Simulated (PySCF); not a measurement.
PySCF input for C₅H₆O₂, SMILES CC=C1OC=CO1, TDA-CAM-B3LYP/def2-SVPD. Coordinates come from a B3LYP-D3(BJ)/def2-SVP optimisation.

```python
import numpy as np
from pyscf import gto, scf, dft, tdscf

mol = gto.M(
    atom='''
    C    -0.33179317   -2.62782681    0.00000000
    C     0.63954488   -1.48538533    0.00000000
    C     0.27749704   -0.19794923    0.00000000
    O    -1.01540467    0.27605241   -0.00000000
    C    -0.93060502    1.65248837    0.00000000
    C     0.35628439    2.00921260   -0.00000000
    O     1.13929416    0.87564590   -0.00000000
    H    -0.20089094   -3.27447632    0.88579666
    H    -0.20089094   -3.27447632   -0.88579666
    H    -1.37121484   -2.26874877    0.00000000
    H     1.71346528   -1.68112155    0.00000000
    H    -1.85956919    2.21300128    0.00000000
    H     0.86241603    2.96899758    0.00000000
    ''',
    basis='def2-SVPD',
    charge=0,
    spin=0,
    symmetry=True,
    max_memory=1600,
    verbose=4,
)
mf = dft.RKS(mol, xc='cam-b3lyp').density_fit(auxbasis='def2-universal-jkfit')
mf.grids.level = 3
mf.conv_tol = 1e-9
mf.max_cycle = 100
mf.kernel()
mf.grids = dft.Grids(mol).set(level=1).build(with_non0tab=True)  # coarser grid for the response kernel
td = tdscf.TDA(mf)
td.singlet = True
td.nstates = 10
td.conv_tol = 1e-4
td.positive_eig_threshold = 1e-6
td.kernel(x0=td.get_init_guess(mf, 15))
td.analyze()
tt = tdscf.TDA(mf)
tt.singlet = False
tt.nstates = 4
tt.conv_tol = 1e-4
tt.positive_eig_threshold = 1e-6
tt.kernel(x0=tt.get_init_guess(mf, 9))
tt.analyze(verbose=3)
```

Log of the run:

```
PySCF version 2.14.0

[INPUT] verbose = 4
[INPUT] num. atoms = 13
[INPUT] num. electrons = 52
[INPUT] charge = 0
[INPUT] spin (= nelec alpha-beta = 2S) = 0
[INPUT] symmetry True subgroup None
[INPUT] Mole.unit = angstrom
[INPUT] Symbol           X                Y                Z      unit          X                Y                Z       unit  Magmom
[INPUT]  1 C     -0.331793170000  -2.627826810000   0.000000000000 AA   -0.626998221301  -4.965872973689   0.000000000000 Bohr   0.0
[INPUT]  2 C      0.639544880000  -1.485385330000   0.000000000000 AA    1.208564667568  -2.806971463147   0.000000000000 Bohr   0.0
[INPUT]  3 C      0.277497040000  -0.197949230000   0.000000000000 AA    0.524393405977  -0.374069831269   0.000000000000 Bohr   0.0
[INPUT]  4 O     -1.015404670000   0.276052410000   0.000000000000 AA   -1.918836731904   0.521663450926   0.000000000000 Bohr   0.0
[INPUT]  5 C     -0.930605020000   1.652488370000   0.000000000000 AA   -1.758588617945   3.122750443329   0.000000000000 Bohr   0.0
[INPUT]  6 C      0.356284390000   2.009212600000   0.000000000000 AA    0.673279919558   3.796861540025   0.000000000000 Bohr   0.0
[INPUT]  7 O      1.139294160000   0.875645900000   0.000000000000 AA    2.152953937716   1.654730933098   0.000000000000 Bohr   0.0
[INPUT]  8 H     -0.200890940000  -3.274476320000   0.885796660000 AA   -0.379628857506  -6.187863446174   1.673913089454 Bohr   0.0
[INPUT]  9 H     -0.200890940000  -3.274476320000  -0.885796660000 AA   -0.379628857506  -6.187863446174  -1.673913089454 Bohr   0.0
[INPUT] 10 H     -1.371214840000  -2.268748770000   0.000000000000 AA   -2.591220505539  -4.287313820744   0.000000000000 Bohr   0.0
[INPUT] 11 H      1.713465280000  -1.681121550000   0.000000000000 AA    3.237980103151  -3.176859311604   0.000000000000 Bohr   0.0
[INPUT] 12 H     -1.859569190000   2.213001280000   0.000000000000 AA   -3.514076478779   4.181966332512   0.000000000000 Bohr   0.0
[INPUT] 13 H      0.862416030000   2.968997580000   0.000000000000 AA    1.629730102135   5.610592290696   0.000000000000 Bohr   0.0

nuclear repulsion = 293.070562917551
point group symmetry = Cs
symmetry origin: [ 1.45363547e-09 -7.26817854e-10  0.00000000e+00]
symmetry axis x: [1.00000000e+00 7.43593058e-10 6.69754439e-22]
symmetry axis y: [ 7.43593058e-10 -1.00000000e+00 -4.82243107e-19]
symmetry axis z: [ 2.02862621e-21 -4.82243107e-19  1.00000000e+00]
num. orbitals of irrep A' = 134
num. orbitals of irrep A" = 60
number of shells = 82
number of NR pGTOs = 276
number of NR cGTOs = 194
basis = def2-SVPD
ecp = {}


******** <class 'pyscf.df.df_jk.DFSymAdaptedRKS'> ********
method = DFSymAdaptedRKS
initial guess = minao
damping factor = 0
level_shift factor = 0
DIIS = <class 'pyscf.scf.diis.CDIIS'>
diis_start_cycle = 1
diis_space = 8
diis_damp = 0
SCF conv_tol = 1e-09
SCF conv_tol_grad = None
SCF max_cycles = 100
direct_scf = False
XC library pyscf.dft.libxc version 7.1.2
    S. Lehtola, C. Steigemann, M. J. T. Oliveira, and M. A. L. Marques,  SoftwareX 7, 1–5 (2018)
XC functionals = cam-b3lyp
    T. Yanai, D. P. Tew, and N. C. Handy,  Chem. Phys. Lett. 393, 51 (2004)
radial grids:
    Treutler-Ahlrichs [JCP 102, 346 (1995); DOI:10.1063/1.469408] (M4) radial grids

becke partition: Becke, JCP 88, 2547 (1988); DOI:10.1063/1.454033
pruning grids: <function nwchem_prune>
grids dens level: 3
symmetrized grids: True
atomic radii adjust function: <function treutler_atomic_radii_adjust>
small_rho_cutoff = 0
Freeze 0 electrons in irreps []
    52 free electrons in irreps A' A"
Set gradient conv threshold to 3.16228e-05
Initial guess from minao.
tot grids = 157608
******** <class 'pyscf.df.df.DF'> ********
auxbasis = def2-universal-jkfit
Create RSH-DF object <pyscf.df.df.DF object> for omega=0.33
******** <class 'pyscf.df.df.DF'> ********
auxbasis = auxmol.basis = def2-universal-jkfit
init E= -345.426743554317
HOMO (A") = -0.214946501121977  LUMO (A") = -0.00452364339409017  gap/eV = 5.72590
cycle= 1 E= -344.043777021552  delta_E= 1.38  |g|= 0.677  |ddm|= 6.57
HOMO (A") = -0.218931506711264  LUMO (A") = 0.0322115839866496  gap/eV = 6.83395
cycle= 2 E= -344.026304669473  delta_E= 0.0175  |g|= 0.779  |ddm|= 2.49
HOMO (A") = -0.24810685591981  LUMO (A') = 0.0487267330462107  gap/eV = 8.07725
cycle= 3 E= -344.136495364311  delta_E= -0.11  |g|= 0.0571  |ddm|= 1.51
HOMO (A") = -0.251136656030974  LUMO (A') = 0.0490020210159048  gap/eV = 8.16719
cycle= 4 E= -344.13697946683  delta_E= -0.000484  |g|= 0.0285  |ddm|= 0.119
HOMO (A") = -0.250569165945977  LUMO (A') = 0.0488964648118193  gap/eV = 8.14887
cycle= 5 E= -344.137141357504  delta_E= -0.000162  |g|= 0.0121  |ddm|= 0.0528
HOMO (A") = -0.250185108090441  LUMO (A') = 0.0491189259421381  gap/eV = 8.14448
cycle= 6 E= -344.137175511428  delta_E= -3.42e-05  |g|= 0.00126  |ddm|= 0.0191
HOMO (A") = -0.25041483849066  LUMO (A') = 0.049084204184314  gap/eV = 8.14978
cycle= 7 E= -344.137175965165  delta_E= -4.54e-07  |g|= 0.000598  |ddm|= 0.00327
HOMO (A") = -0.250354343767274  LUMO (A') = 0.0490920545155422  gap/eV = 8.14835
cycle= 8 E= -344.137176060411  delta_E= -9.52e-08  |g|= 0.000195  |ddm|= 0.00172
HOMO (A") = -0.250350256490199  LUMO (A') = 0.0490984828468979  gap/eV = 8.14842
cycle= 9 E= -344.137176069238  delta_E= -8.83e-09  |g|= 0.000102  |ddm|= 0.000547
HOMO (A") = -0.250353997402283  LUMO (A') = 0.049099970533415  gap/eV = 8.14856
cycle= 10 E= -344.137176071372  delta_E= -2.13e-09  |g|= 3.32e-05  |ddm|= 0.000205
HOMO (A") = -0.250354410971452  LUMO (A') = 0.0490995961373932  gap/eV = 8.14856
cycle= 11 E= -344.137176071641  delta_E= -2.69e-10  |g|= 8.96e-06  |ddm|= 7.65e-05
HOMO (A") = -0.250353870742358  LUMO (A') = 0.0491000739985923  gap/eV = 8.14856
Extra cycle  E= -344.137176071645  delta_E= -4.43e-12  |g|= 8.7e-06  |ddm|= 3.42e-05
converged SCF energy = -344.137176071645
tot grids = 51096
Overwritten attributes  positive_eig_threshold  of <class 'pyscf.tdscf.rks.TDA'>


******** <class 'pyscf.tdscf.rks.TDA'> for <class 'pyscf.df.df_jk.DFSymAdaptedRKS'> ********
nstates = 10 singlet
deg_eia_thresh = 1.000e-03
wfnsym = None
conv_tol = 0.0001
eigh lindep = 1e-12
eigh level_shift = 0
eigh max_cycle = 100


Excitation energies (eV)
[5.28961002 5.44715649 6.01618242 6.33560105 6.41911246 6.68356589
 6.89000882 7.03549417 7.25855814 7.64821967]

** Singlet excitation energies and oscillator strengths **
Excited State   1:   A"      5.28961 eV    234.39 nm  f=0.0209
      26 -> 27        0.64899
      26 -> 29        0.16997
      26 -> 31        0.15686
Excited State   2:   A'      5.44716 eV    227.61 nm  f=0.0511
      26 -> 28       -0.69381
Excited State   3:   A"      6.01618 eV    206.08 nm  f=0.0055
      25 -> 27       -0.12473
      26 -> 27       -0.19248
      26 -> 29        0.63469
      26 -> 30       -0.13754
Excited State   4:   A"      6.33560 eV    195.69 nm  f=0.0025
      26 -> 29        0.17721
      26 -> 30        0.63732
      26 -> 31       -0.16902
Excited State   5:   A"      6.41911 eV    193.15 nm  f=0.0000
      25 -> 29       -0.11270
      26 -> 27        0.12655
      26 -> 30       -0.14518
      26 -> 31       -0.59677
      26 -> 33       -0.24367
Excited State   6:   A'      6.68357 eV    185.51 nm  f=0.4756
      26 -> 32       -0.65397
      26 -> 34       -0.20310
Excited State   7:   A"      6.89001 eV    179.95 nm  f=0.0050
      25 -> 30       -0.11867
      26 -> 30       -0.17611
      26 -> 31       -0.21727
      26 -> 33        0.62232
Excited State   8:   A"      7.03549 eV    176.23 nm  f=0.0240
      26 -> 35       -0.66039
      26 -> 42        0.11136
Excited State   9:   A'      7.25856 eV    170.81 nm  f=0.1715
      26 -> 32        0.19148
      26 -> 34       -0.66962
Excited State  10:   A"      7.64822 eV    162.11 nm  f=0.0104
      26 -> 35       -0.11037
      26 -> 36       -0.58137
      26 -> 38       -0.19764
      26 -> 40       -0.15051
      26 -> 41        0.14547
      26 -> 45        0.13285

** Transition electric dipole moments (AU) **
state          X           Y           Z        Dip. S.      Osc.
  1        -0.0000      0.0000      0.4020      0.1616      0.0209
  2        -0.5954     -0.1675     -0.0000      0.3826      0.0511
  3        -0.0000      0.0000     -0.1931      0.0373      0.0055
  4         0.0000      0.0000     -0.1268      0.0161      0.0025
  5         0.0000     -0.0000     -0.0027      0.0000      0.0000
  6         0.3622     -1.6654      0.0000      2.9047      0.4756
  7         0.0000      0.0000     -0.1729      0.0299      0.0050
  8         0.0000     -0.0000      0.3732      0.1392      0.0240
  9        -0.0821      0.9785      0.0000      0.9642      0.1715
 10         0.0000     -0.0000      0.2356      0.0555      0.0104

** Transition velocity dipole moments (imaginary part, AU) **
state          X           Y           Z        Dip. S.      Osc.
  1         0.0000     -0.0000      0.0191      0.0004      0.0013
  2         0.0684      0.0160     -0.0000      0.0049      0.0164
  3        -0.0000     -0.0000     -0.0690      0.0048      0.0143
  4        -0.0000     -0.0000     -0.0218      0.0005      0.0014
  5        -0.0000     -0.0000      0.0623      0.0039      0.0110
  6         0.0056     -0.2237      0.0000      0.0501      0.1359
  7         0.0000     -0.0000     -0.0663      0.0044      0.0116
  8         0.0000      0.0000      0.0683      0.0047      0.0120
  9         0.0088      0.1797      0.0000      0.0324      0.0809
 10         0.0000     -0.0000      0.0472      0.0022      0.0053

** Transition magnetic dipole moments (imaginary part, AU) **
state          X           Y           Z
  1        -0.3105      0.1830     -0.0000
  2         0.0000     -0.0000     -1.0775
  3         0.1335      0.3975     -0.0000
  4        -0.3437      0.2227      0.0000
  5        -0.2014      0.2643     -0.0000
  6        -0.0000      0.0000      0.3732
  7        -0.3282      0.0261     -0.0000
  8         0.1053      0.0537      0.0000
  9        -0.0000      0.0000     -0.3020
 10        -0.0153      0.3262     -0.0000


******** <class 'pyscf.tdscf.rks.TDA'> for <class 'pyscf.df.df_jk.DFSymAdaptedRKS'> ********
nstates = 4 triplet
deg_eia_thresh = 1.000e-03
wfnsym = None
conv_tol = 0.0001
eigh lindep = 1e-12
eigh level_shift = 0
eigh max_cycle = 100


Excitation energies (eV)
[3.67015459 4.10429018 5.14956259 5.93091422]

** Triplet excitation energies and oscillator strengths **
Excited State   1:   A'      3.67015 eV    337.82 nm  f=0.0000
Excited State   2:   A'      4.10429 eV    302.08 nm  f=0.0000
Excited State   3:   A"      5.14956 eV    240.77 nm  f=0.0000
Excited State   4:   A"      5.93091 eV    209.05 nm  f=0.0000
```

The calculation finished and met its thresholds.

Cost: around 4 core-minutes (rough).
